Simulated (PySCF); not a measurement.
Excitation energy of Ag by level of theory

Ag [Kr] 4d10 5s1 (2S) → Ag [Kr] 4d9 5s2 (2D), as a difference of total energies. Computed with PySCF 2.14 in aug-cc-pVDZ-PP with ECP28MDF (5s5p4d2f, 54 functions), with scalar relativity through the core potential. Correlated levels: valence: 4s2 4p6 frozen. The calculations carry no spin-orbit coupling.

| method | excitation energy (cm⁻¹) |
| --- | --- |
| UHF | 29929 |
| LDA | 31297 |
| PBE | 31165 |
| PBE0 | 31767 |
| r2SCAN | 31221 |
| M06-L | 32756 |
| B2PLYP | 31296 |
| r2SCANh | 31331 |
| TPSSh | 31063 |
| MP2 (valence) | 34204 |
| SCS-MP2 (valence) | 32664 |

Errors of the correlated levels include the incompleteness of this basis and the frozen core.

For comparison: 32031 cm⁻¹ (measured; NIST levels, between the centres of gravity of the two terms).
